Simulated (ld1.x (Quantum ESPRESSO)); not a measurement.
Pt, TM: configuration errors across variants

Pt, norm-conserving Troullier–Martins (Kleinman–Bylander form), made with ld1.x (Quantum ESPRESSO) 7.5 (PW91, scalar-relativistic). Core [Xe] 4f14, reference 5d8 6s0 6p0 (charge +2). Waves: 6p (bound, empty): rc 2.70 bohr; 5d (bound): rc 1.85 bohr; 6s (bound, empty): rc 2.40 bohr. Local part: the s channel. Core correction: Bessel-smoothed model core, default radius (core density twice the valence density).

All-electron excitation energies from the reference (eV): (1) 5d9 6s1 6p0 -29.315; (2) 5d9 6s0 6p0 -20.043; (3) 5d7 6s0 6p0 32.297; (4) 5d9 6s0.5 6p0 -25.584; (5) 5d8 6s1 6p1 -22.728; (6) 5d8 6s2 6p0 -28.322; (7) 5d6 6s0 6p0 78.034.

The default core radius of the base comes out at 1.10 bohr.

3 further variants failed, have other tests or another functional or relativity, and are left out.

A true bound ghost makes a file unfit for plane-wave use even where its test errors are small: the radial tests pick states by their node count and pass the ghost by.

Errors AE − PS in meV (a dash: test not solved or not reliable):

```tsv
change	(1)	(2)	(3)	(4)	(5)	(6)	(7)	bound ghosts
base	-53	-75	-137	-62	-13	-33	-635	none
type ultrasoft; waves now 6s (bound): rcut 2.10, rcutus 2.40 bohr; 6s channel at 0.8 Ry: rcut 2.10, rcutus 2.40 bohr; 6p (bound): rcut 2.35, rcutus 2.70 bohr; 6p channel at 2.3 Ry: rcut 2.35, rcutus 2.70 bohr; 5d (bound): rcut 1.60, rcutus 1.85 bohr; 5d channel at -0.7 Ry: rcut 1.60, rcutus 1.85 bohr; local potential all-electron potential smoothed inside 1.70 bohr (lloc = -1); augmentation built from norm-conserving waves at rcut, not smoothed further	–	–	–	–	–	–	–	s, p
core correction Bessel-smoothed model core inside 1.44 bohr	-53	-75	-137	-62	-13	-33	-635	none
wave 6s (bound): rc 2.40 bohr becomes 6s (bound): rc 2.68 bohr	-48	-71	-135	-59	-7.9	-22	-630	none
wave 6p (bound): rc 2.70 bohr becomes 6p (bound): rc 2.46 bohr	-53	-75	-137	-62	-13	-33	-636	none
local potential all-electron potential smoothed inside 1.80 bohr (lloc = -1)	-16	-33	-79	-22	–	-33	-392	s, p
wave 5d (bound): rc 1.85 bohr becomes 5d (bound): rc 2.36 bohr	-55	-72	-126	-62	-11	-29	-570	none
wave 6p (bound): rc 2.70 bohr becomes 6p (bound): rc 1.78 bohr	-53	-75	-137	-62	-6.9	-33	-635	p
```

Q: Give the same row for: all radii but the core radius scaled by about 1.06 (s 2.54, p 2.84, d 1.96 bohr).

A: -50, -73, -135, -60, -10, -27, -629; bound ghosts: none.
